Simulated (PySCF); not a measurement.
**Mayer bond orders and bond lengths**

Compound: 2-chloropyrimidine, C₄H₃ClN₂.
SMILES with atom numbers: `[Cl:1][c:2]1[n:3][cH:4][cH:5][cH:6][n:7]1` (hydrogens: H8 on C4; H9 on C5; H10 on C6)

Cartesian coordinates in Å at the PBE0-D3(BJ)/def2-SVP level; atoms count from 1:
```xyz
10
C4H3ClN2 angstrom
Cl     5.3898    0.3049   -0.1065
C      3.6703    0.4645   -0.1046
N      3.1963    1.6729    0.1502
C      1.8716    1.7905    0.1491
C      1.0301    0.7104   -0.1044
C      1.6577   -0.5066   -0.3571
N      2.9812   -0.6356   -0.3581
H      1.4691    2.7879    0.3594
H     -0.0559    0.8116   -0.1045
H      1.0779   -1.4127   -0.5667
```

Bond orders from the PBE0/pcSseg-1 density (PySCF). Isolated species at its PBE0-D3(BJ)/def2-SVP geometry, gas phase.

Problem. How far do the computed orders between heavy atoms stray from the drawn ones?

Solution. The largest departure is 0.108, at C4–C5 (drawn aromatic, 1.392) and C5–C6 (drawn aromatic, 1.392), counting aromatic bonds as 1.5. The bonds drawn aromatic range from 1.39 to 1.47.

Problem. Give the Mayer order of every bond, beside its length.

Solution. 
```tsv
bond	drawn as	length (Å)	Mayer order
Cl1–C2	single	1.727	1.038
C2–N3	aromatic	1.323	1.448
N3–C4	aromatic	1.330	1.468
C4–C5	aromatic	1.393	1.392
C5–C6	aromatic	1.392	1.392
C6–N7	aromatic	1.330	1.467
N7–C2	aromatic	1.323	1.448
C4–H8	single	1.096	0.974
C5–H9	single	1.091	0.958
C6–H10	single	1.096	0.974
```

Bonds between the same two heavy elements. C–N: lowest C2–N3 and N7–C2 (1.448, 1.323 Å), highest N3–C4 and C6–N7 (1.468, 1.330 Å); in 2 of the 6 pairs the longer bond (by over 0.003 Å) has the higher order (by 0.02 or more). C–C: all 2 within 0.02 of one another (1.392 to 1.392). Bonds named together lie within 0.004.

Problem. Sum the orders of all bonds at each heavy atom with more than one neighbour and set the sums beside the valence in the SMILES.

Solution. C2 3.934 (drawn 4), N3 2.916 (drawn 3), C4 3.834 (drawn 4), C5 3.742 (drawn 4), C6 3.833 (drawn 4), N7 2.915 (drawn 3). Orders between atoms that aren't bonded are not in these sums.

The Mayer order sums products of elements of PS (density times overlap matrix) between the two atoms' basis functions, so it depends on the basis set.

These values come from a run that also computed NMR shieldings. The run took 11 s of wall time on one thread of an Arm Neoverse V1, on a shared host.
